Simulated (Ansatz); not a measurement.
Program: Ansatz. Geometries: PBE0-D4/def2-TZVP. ΔE: electronic, gas phase. CCSD(T)/CBS is the MP2 limit (def2-TZVPP, def2-QZVPP) plus CCSD(T) − MP2 in def2-TZVPP, frozen cores. This one scheme is used for every species. Functionals use def2-TZVPP. Open shells (•) are unrestricted, without spin–orbit coupling. Each species was taken in one conformer, which may not be the lowest.

`B[SiH](C)OC` → `[BH2]`• + `CO[SiH]C`•  (homolysis of the B–Si bond)

`B[SiH](C)OC`:

```xyz
14

B     1.824    0.715    1.480
Si    0.364   -0.191    0.449
C    -1.333    0.394    0.992
O     0.595    0.055   -1.170
C    -0.187   -0.577   -2.151
H     1.833    0.641    2.676
H     2.708    1.334    0.965
H     0.435   -1.667    0.719
H    -2.122   -0.129    0.445
H    -1.458    1.467    0.827
H    -1.477    0.194    2.057
H     0.254   -0.374   -3.129
H    -1.216   -0.198   -2.154
H    -0.220   -1.664   -2.006
```

`[BH2]`•:

```xyz
3

B     0.096    0.006   -0.325
H    -0.773   -0.766   -0.065
H     0.677    0.761    0.390
```

`CO[SiH]C`•:

Z-matrix (Å, degrees):
```
C
O 1 1.407
H 1 1.092 2 108.3
H 1 1.097 2 111.7 3 119.4
H 1 1.095 2 111.2 3 -119.2
Si 2 1.650 1 123.7 3 -166.4
C 6 1.866 2 106.7 1 168.8
H 6 1.503 2 108.7 1 48.2
H 7 1.092 6 110.9 2 62.0
H 7 1.092 6 110.3 2 -178.0
H 7 1.094 6 110.1 2 -58.1
```

CCSD(T)/CBS gives +377.0 kJ/mol.

Task: Another level gave +360.9 kJ/mol. Which?
A. BHLYP-D4/def2-TZVPP
B. ωB97X-V/def2-TZVPP
C. RPA@PBE/def2-TZVPP
D. PBE-QIDH/def2-TZVPP

Result: A. BHLYP-D4 360.9, PBE-QIDH 366.2, RPA@PBE/def2-TZVPP 350.1, ωB97X-V 381.3 kJ/mol.

Task: What do rigid-rotor, harmonic-oscillator terms from PBE0-D4/def2-TZVP frequencies (298.15 K, 1 bar) make of the CCSD(T)/CBS value? (Estimate.)

Result: Computed: ΔZPE = -17.6 kJ/mol, ΔH = +364.0 kJ/mol, ΔS = 157 J/(mol·K), ΔG = +317.1 kJ/mol. Open shells count their whole term as degenerate.

Largest T1 diagnostic among the species: 0.013.

From BLYP to BHLYP (50 % exact exchange), in def2-TZVPP and without D4, ΔE moves by +13.7 kJ/mol. The D4 term adds +9.6 kJ/mol with B3LYP and +5.5 kJ/mol with PBE0; it sums over pairs of atoms, weighted by their polarisabilities, and B3LYP, whose exchange is more repulsive, gets the larger term. Leaving LDA and LC-ωPBE aside and taking each functional with its dispersion term where it has one, the values, not all of them listed here, spread over 34.3 kJ/mol, from r2SCAN-D4 to ωB97M-V. LDA lies +51.9 kJ/mol from PBE without D4, its usual overbinding.

CCSD(T)/CBS has its own doubt, a few kJ/mol and more with outer-core shells, so smaller differences from it don't rank the levels.

B3LYP here is the variant with VWN-RPA as its local correlation; programs differ in this.
